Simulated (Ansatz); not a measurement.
A nudged elastic band was laid between two geometries of C3H9NSi2 (15 atoms, charge 0, multiplicity 1).

Computed with Ansatz 0.2.0, RKS PBE/STO-3G.

```json
{"movable images": "5", "climbing image": "yes", "spring": "5.0 eV/Å²", "optimiser": "quadratic models (default)", "start path": "through a guess of the saddle point", "force threshold": "0.05 eV/Å", "iteration limit": "60", "end points": "relaxed"}
```

First end point:

```xyz
15
Properties=species:S:1:pos:R:3
N -0.943 -2.925 0.841
C -0.419 -1.751 1.191
C 0.225 -0.866 0.160
C 1.370 0.114 0.611
Si -0.185 0.973 0.088
Si -0.364 2.026 -1.890
H -1.348 -3.329 1.766
H -0.425 -1.333 2.230
H 0.396 -1.383 -0.800
H 2.262 0.117 -0.033
H 1.627 0.074 1.680
H -1.004 1.435 1.199
H -1.760 2.129 -2.290
H 0.183 3.373 -1.810
H 0.363 1.295 -2.915
```

Last end point:

```xyz
15
Properties=species:S:1:pos:R:3
N -1.130 -2.522 0.388
C 0.062 -1.827 0.857
C 0.297 -0.509 0.713
C 1.455 0.466 0.925
Si -0.123 1.191 0.224
Si -0.275 1.830 -1.929
H -1.423 -3.240 1.114
H 0.826 -2.527 1.255
H -1.928 -1.824 0.328
H 2.344 0.337 0.283
H 1.745 0.686 1.969
H -0.934 1.945 1.175
H -1.638 1.685 -2.420
H 0.101 3.228 -2.083
H 0.600 1.029 -2.770
```

(1) Which bonds break or form, and what moves?

(2) What energy profile does the band end with?

(3) What is the geometry of the highest image?

## Answers

(1) Bonds broken: C3–H9. Bonds formed: N1–H9.

(2) The run converged. The highest image is number 3 of 0 to 6, 2.78 eV above the first end and 2.20 eV above the last; the last end lies 0.58 eV above the first. Neighbouring images differ by up to 2.0 eV, so the band resolves the path poorly. A vibrational analysis at the climbing image gives one clearly imaginary mode, 1598i cm⁻¹: a first-order saddle point. The orbitals stay closed-shell, which can raise the energy where a bond breaks towards radicals; this wasn't checked here. Limits of this set-up: minimal basis.

```
image  path coordinate (Å)  energy (eV)  C3–H9 (Å)  N1–H9 (Å)
    0                 0.00         0.00       1.10       2.62
    1                 0.82         0.06       1.10       2.55
    2                 1.63         0.79       1.12       1.99
    3                 2.45         2.78       1.49       1.27
    4                 3.48         1.20       2.28       1.06
    5                 4.51         0.70       2.51       1.06
    6                 5.55         0.58       2.61       1.06
```

(3) 
```xyz
15
Properties=species:S:1:pos:R:3:forces:R:3
N -0.831 -2.541 0.406 0.01 -0.01 0.00
C -0.151 -1.738 1.322 -0.02 -0.01 0.03
C 0.426 -0.754 0.471 0.03 0.00 -0.03
C 1.530 0.293 0.741 0.02 0.01 0.03
Si -0.091 1.021 0.190 -0.01 0.01 0.01
Si -0.452 1.835 -1.878 0.00 0.00 0.00
H -1.783 -2.936 0.749 -0.01 0.00 -0.01
H -0.072 -1.965 2.406 0.01 0.01 0.00
H -0.357 -1.676 -0.400 -0.02 -0.01 -0.01
H 2.382 0.282 0.038 0.00 0.00 -0.01
H 1.867 0.429 1.783 -0.01 0.00 -0.01
H -0.877 1.626 1.261 0.00 0.00 0.00
H -1.873 1.826 -2.196 0.00 0.00 0.00
H 0.016 3.210 -1.987 0.00 0.00 0.00
H 0.244 1.038 -2.876 0.00 0.00 0.00
```

Run time: 5.3 min on 1 thread of Arm Neoverse V1, on a shared host, peak memory 0.11 GiB.
